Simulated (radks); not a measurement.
Question: Valence configurations of Pd II (all share [Kr]). Calculated with a radial shooting solver on a logarithmic mesh with Libxc functionals: Dirac Kohn-Sham, BLYP, spin-unpolarised, spherical densities, finite nucleus; open shells fill j = l - 1/2 first; Fermi nuclear charge, rms radius 4.5318 fm. Order these by energy: 4d8.5 5p0.5; 4d7 5p2; 4d9; 4d7 5s2; 4d8 5s1; 4d8.5 5s0.5; 4d8 5p1.

Answer: From the lowest, in eV above it: 4d9 0.000; 4d8.5 5s0.5 1.800; 4d8 5s1 4.082; 4d8.5 5p0.5 4.222; 4d8 5p1 9.184; 4d7 5s2 10.222; 4d7 5p2 21.470. NIST lists [Kr] 4d9 as the ground configuration; this level of theory agrees among the configurations tried. The energies are those of spherical spin-averaged densities, not of single terms.
